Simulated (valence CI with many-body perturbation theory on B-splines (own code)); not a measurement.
Zr⁷⁺: what the settings do

Computed by valence CI with perturbative core correlation (CI+MBPT): five valence electrons over a frozen Dirac-Fock core [Ar] 3d10, a basis of 6 s, 6 p, 5 d, 3 f, 1 g functions for each j, with the one-electron correlation potential Σ1, the two-electron term Σ2, the three-electron term Σ3, Breit, model QED; selected CI, second order for the rest, scaled by the run's own slope (own B-spline code, finite nucleus).

No measured levels were compared; by estimate levels hold to about 250 cm⁻¹ or 0.2 % of their energy and the worst to 1 %, as in measured heavy ions of charge 2 to 7; those with d or f electrons hold less well. Among the levels kept, up to 1300 cm⁻¹ of a level comes from second order outside the variational space, and about a tenth of that is noise between levels of different J, which matters for small intervals.

The reference run has the lowest level 4s2.4p3 4S°_3/2 and an ionisation energy of 133.472 eV. Its largest variational space holds 9998 state functions.

Names give the largest LS component (configuration and term), which can be under half, so a name can repeat, a term be missing and a line seem to break the LS rules; names also repeat where a configuration has a term twice.

Changed runs:
A. correlating orbitals by l 3 3 3 2 1 → 4 4 0 0 0
B. screening of Σ1 on → off
C. cutoff of virtual states (hartree) 3200 → 240
D. scale of Σ2 1 → 3 (bad on purpose)

Excitation energies of the reference run in cm⁻¹, and shifts in cm⁻¹:

```tsv
Level	Reference	A	B	C	D
4s2.4p3 2D°_3/2	23463	+1399	+5.0	-1.2	-879
4s2.4p3 2D°_5/2	29229	+1437	+20	-5.3	-750
4s2.4p3 2P°_1/2	46799	+1646	+23	-5.3	-1301
4s2.4p3 2P°_3/2	55966	+1499	+53	-13	-878
4s.4p4 4P_5/2	188132	-91	+173	+38	+2617
4s.4p4 4P_3/2	198255	-157	+197	+31	+2883
4s.4p4 4P_1/2	201916	-114	+201	+30	+2796
4s.4p4 2D_3/2	231603	+1137	+199	+24	-168
4s.4p4 2D_5/2	234556	+1129	+208	+22	+148
4s.4p4 2S_1/2	265236	+1901	+203	+19	-4027
4s.4p4 2P_3/2	266639	+1342	+215	+0.4	-4585
4s.4p4 2P_1/2	283087	+1564	+245	-3.3	-3293
Ionisation energy (eV)	133.472	-0.146	+0.042	-0.018	-0.284
```
